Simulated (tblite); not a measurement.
A tight-binding relaxation on `C=C1C(=CC1=C)OC(F)(F)F`.

Computed with GFN2-xTB geometry optimisation, gas phase (tblite 0.8.0). Start geometry: from a force field or distance geometry. A driver script takes a list of jobs; this job's settings line and coordinates (Å) are shown.

Command:
```bash
OMP_NUM_THREADS=1 python probes_run.py task.json out
```

Input:
```
{"job": {"kind": "relax", "xc": "GFN2-xTB", "basis": "xTB"}, "charge": 0, "multiplicity": 1}
C     -2.477700    -0.622800    -1.275200
C     -1.321400    -0.268500    -0.774400
C      0.099500    -0.248200    -1.150400
C      0.471800     0.263900     0.003800
O      1.649000     0.646500     0.643000
C      2.890900     0.054100     0.315500
F      3.816500     0.716000     1.142400
F      2.921200    -1.310100     0.579700
F      3.296700     0.316800    -0.973600
C     -0.917600     0.277300     0.529400
C     -1.521100     0.635300     1.646900
H     -3.359500    -0.492900    -0.651100
H     -2.637100    -1.017900    -2.246000
H      0.635400    -0.523700    -2.052300
H     -0.977300     1.043400     2.497100
H     -2.576800     0.539600     1.753800
```

Output:
```
step      E/eV     max force
  0    -971.41760    2.607
  1    -971.75345    2.153
  2    -971.86368    1.478
  3    -971.89498    0.459
  4    -971.90574    0.334
  5    -971.91407    0.253
  6    -971.92020    0.270
  7    -971.92543    0.269
  8    -971.93085    0.236
  9    -971.93599    0.167
... (59 lines left out)
 69    -972.00165    0.046
 70    -972.00197    0.039
 71    -972.00216    0.038
 72    -972.00228    0.049
 73    -972.00239    0.030
 74    -972.00249    0.019
 75    -972.00255    0.011
 76    -972.00257    0.011
 77    -972.00259    0.011
 78    -972.00261    0.008
```

«max force» is the largest atomic force in eV/Å.

From which step on does the largest force stay under 0.1 eV/Å, and how much energy is left to gain from there?

From step 46 (0.095 eV/Å), 12.0 meV above the end.

Summary of the converged run: energy lowered by 13.5 kcal/mol over 78 steps; largest atomic force 0.008 eV/Å at the end.

Where do the atoms end?

0.299 Å rms from the input after alignment:
```
atom  x, y, z in Å
C1    -2.4059   -0.6139   -1.3196
C2    -1.2790   -0.3240   -0.6968
C3     0.1643   -0.4486   -0.9884
C4     0.4887    0.0946    0.2040
O5     1.6525    0.4097    0.8776
C6     2.7882    0.1346    0.2558
F7     3.8084    0.4972    1.0216
F8     2.9465   -1.1693   -0.0227
F9     2.9289    0.7722   -0.9176
C10   -0.9086    0.2784    0.6250
C11   -1.5352    0.7570    1.6834
H12   -3.3621   -0.4117   -0.8700
H13   -2.4082   -1.0610   -2.2987
H14    0.7169   -0.8244   -1.8269
H15   -0.9932    1.1440    2.5289
H16   -2.6097    0.7742    1.7329
```

Time: 0.9 s. Hardware: Arm Neoverse N1, one thread, shared host.
Labels such as C1 count atoms from 1, the log's own numbers from 0.
